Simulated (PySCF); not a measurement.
## Polarisability and C₆ of Fe⁺ (iron, charge +1)

[Ar] 3d6 4s1, high-spin 6D determinant. Calculation: PySCF 2.14, in aug-cc-pVTZ (8s7p5d3f2g, 93 functions); no relativity, point nucleus. Coupled (time-dependent) response in atomic units; α is the mean over directions.

| method | mean α (bohr³) | α xx, yy, zz | C₆ (like pair) | S(−4) |
| --- | --- | --- | --- | --- |
| LC-wPBE | 30.50 | 29.75, 29.75, 32.00 | 156.7 | 822.7 |

S(−4) is the Cauchy moment in α(ω) = α(0) + S(−4) ω² + …

α(iu) at LC-wPBE:

```tsv
u (hartree)	α(iu) (bohr³)
0	30.50
0.0500	28.59
0.100	24.23
0.200	15.78
0.300	10.70
0.500	6.109
0.750	3.903
1.00	2.854
1.50	1.818
2.00	1.297
3.00	0.7735
5.00	0.3727
```

A single London oscillator, α(iu) = α/(1 + u²/ω²), gives C₆ = (3/4) ω α². Matching the computed C₆ needs ω = 4 × 156.7 / (3 × 30.50²) = 0.225 hartree.

For an ion, C₆ is the dispersion term alone; charge-induced terms of lower order in 1/R come first.

The components differ because the open shell of this determinant is not spherical; for a pure term their mean is the scalar polarisability.
